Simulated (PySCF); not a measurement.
PySCF 2.14 output of a UHF calculation on a single atom or ion in dyall-acv3z (19s12p6d4f, 113 functions), with no relativity, point nucleus:

```
SCF conv_tol = 1e-09
number electrons alpha = 9  beta = 9
cycle= 1 E= -459.576531740358  delta_E= -1.15e-11  |g|= 2.1e-06  |ddm|= 6.68e-06
converged SCF energy = -459.576531740358  <S^2> = -1.0658141e-14  2S+1 = 1
```

The run itself started from symmetry-adapted Hartree-Fock orbitals and held the occupation by maximum overlap, so the iterations belong to that start.

Task: Which element, charge and spin multiplicity is this?

Result: Cl⁻ (chlorine, charge -1), multiplicity 1; the state was [Ar], closed-shell 1S.
